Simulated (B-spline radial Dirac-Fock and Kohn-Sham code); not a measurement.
**Dipole and non-dipole photoemission parameters of Bi 6p1/2**

System: neutral bismuth, configuration [Xe] 4f14 5d10 6s2 6p3; threshold 8.16 eV (orbital energy of the model). Method: Dirac-Hartree-Slater photoionisation with a Latter tail; cross sections with all multipoles, angular parameters from the dipole term and its interference with E2. Computed with a radial atomic solver.

For linearly polarised light dσ/dΩ = σ/(4π) [1 + β P₂(cos θ) + (δ + γ cos²θ) sin θ cos φ], with θ from the polarisation vector and φ the angle between the beam and the projection of the electron momentum on the plane normal to the polarisation.

| hν (eV) | σ (kb) | β | γ | δ |
| --- | --- | --- | --- | --- |
| 60.5 | 118 | 1.613 | 0.210 | -0.012 |
| 63.5 | 103 | 1.571 | 0.228 | -0.013 |
| 65.1 | 95.4 | 1.548 | 0.237 | -0.013 |
| 77.3 | 58.3 | 1.369 | 0.287 | -0.014 |
| 80 | 52.8 | 1.328 | 0.295 | -0.014 |
| 140 | 11.2 | 0.495 | 0.240 | 0.002 |
| 143 | 10.6 | 0.461 | 0.230 | 0.003 |
| 157 | 8.37 | 0.316 | 0.183 | 0.009 |
| 185 | ? | ? | ? | ? |
| 200 | 4.82 | 0.041 | 0.047 | 0.027 |
| 300 | 2.37 | 0.102 | -0.026 | 0.045 |
| 325 | 2.12 | 0.184 | -0.003 | 0.045 |
| 386 | 1.71 | 0.401 | 0.079 | 0.042 |
| 396 | 1.66 | 0.436 | 0.094 | 0.041 |
| 399 | 1.64 | 0.446 | 0.098 | 0.041 |
| 435 | 1.49 | 0.565 | 0.152 | 0.037 |
| 600 | 1.05 | 0.975 | 0.345 | 0.022 |
| 798 | 0.761 | 1.253 | 0.444 | 0.010 |
| 982 | 0.597 | 1.403 | 0.456 | 0.003 |
| 1250 | 0.445 | 1.532 | 0.413 | -0.002 |
| 1486.9 | 0.356 | 1.599 | 0.353 | -0.004 |
| 2000 | 0.237 | 1.676 | 0.217 | -0.006 |
| 2140 | 0.215 | 1.688 | 0.185 | -0.006 |
| 2950 | 0.132 | 1.722 | 0.050 | -0.007 |
| 3790 | 0.0876 | 1.727 | -0.007 | -0.007 |
| 5414.7 | 0.0466 | 1.708 | 0.028 | -0.008 |
| 7440 | 0.0254 | 1.672 | 0.195 | -0.006 |
| 7470 | 0.0252 | 1.672 | 0.198 | -0.006 |
| 12000 | 0.00936 | 1.589 | 0.684 | 0.005 |
| 13700 | 0.00698 | 1.560 | 0.861 | 0.011 |

**Question.** Give the values at 185 eV.

**Answer.** σ = 5.70 kb, β = 0.109, γ = 0.089, δ = 0.021.
